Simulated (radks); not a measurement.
Excited configurations of the dysprosium ion Dy3+: one electron is placed in a higher orbital outside [Xe] 4f8. The ground configuration is [Xe] 4f9. Calculated with a radial shooting solver on a logarithmic mesh with Libxc functionals: Dirac Kohn-Sham, LDA (Slater exchange, Perdew-Wang correlation), spin-unpolarised, spherical densities, finite nucleus; open shells are shared between the two j in proportion to 2j + 1; Fermi nuclear charge, rms radius 5.2218 fm. Excitation = E - E(ground); binding = E(ion) - E, where the ion is the core of charge +4; n* = 4/sqrt(2 binding) in atomic units, and the quantum defect is n - n*. Eigenvalue and <r> are those of j = l + 1/2.

| outer orbital | excitation (eV) | binding (eV) | n* | quantum defect | eigenvalue (eV) | <r> (bohr) |
|---|---|---|---|---|---|---|
| 5d | 12.529 | 32.414 | 2.592 | 2.408 | -26.764 | 2.043 |
| 5f | 30.640 | 14.302 | 3.901 | 1.099 | -11.932 | 4.129 |
| 6s | 15.536 | 29.406 | 2.721 | 3.279 | -25.878 | 2.910 |
| 6p | 21.588 | 23.355 | 3.053 | 2.947 | -20.134 | 3.463 |
| 6d | 29.157 | 15.785 | 3.714 | 2.286 | -13.732 | 4.631 |
| 6f | 35.547 | 9.395 | 4.814 | 1.186 | -8.138 | 7.301 |
| 7s | 29.317 | 15.625 | 3.733 | 3.267 | -13.934 | 5.376 |
| 7d | 35.103 | 9.839 | 4.704 | 2.296 | -8.687 | 7.798 |

Estimate the row for 7f.

Answer. excitation (eV) 38.380; binding (eV) 6.562; n* 5.760; quantum defect 1.240; eigenvalue (eV) -5.792; <r> (bohr) 11.20. The Delta-SCF ionisation energy is 44.942 eV (NIST Atomic Spectra Database: 41.2 eV, semi-empirical). Self-interaction in the functional shifts the binding energies and quantum defects, so they are the method's values and not measured ones. Spin polarisation and multiplet splitting are left out, so open shells lie too high by an amount that depends on their filling. Sharing an open shell by 2j + 1 raises it above the true ground level by a part of the spin-orbit splitting, which enters the differences from NIST.

Beside tabulated values, note that spin-unpolarised runs miss the spin-polarisation part of the exchange energy of open shells.
